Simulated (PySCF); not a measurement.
H₃N₂, SMILES [NH]N, multiplicity 2. Atoms are numbered in the order given.

```xyz
5

N      0.6630    -0.3551     0.0903
N     -0.5581     0.1881    -0.1209
H      1.3308     0.4278     0.0090
H     -0.7395     1.1743     0.0806
H     -1.3254    -0.4329     0.1243
```
Charge 0, spin multiplicity 2.

Geometry: PBE-D3(BJ)/def2-TZVP. The isomer is the one that the SMILES or the coordinates give; other isomers of the formula were not compared.

Calculation: PBE-D3(BJ)/def2-TZVP (PySCF).

Harmonic, unscaled wavenumbers; measured fundamentals usually lie a few per cent lower.

| mode | ν (cm⁻¹) | IR (km/mol) | moving atoms (share of kinetic energy) |
|---|---|---|---|
| 1 | 563 | 106.0 | H 76 %, N 24 % |
| 2 | 684 | 134.0 | H 93 % |
| 3 | 1105 | 23.3 | H 92 % |
| 4 | 1209 | 1.5 | N 90 %, H 10 % |
| 5 | 1443 | 18.2 | H 78 %, N 22 % |
| 6 | 1608 | 11.4 | H 92 %, N 8 % |
| 7 | 3310 | 10.1 | H 93 % |
| 8 | 3362 | 3.0 | H 96 % |
| 9 | 3518 | 12.0 | H 91 %, N 9 % |
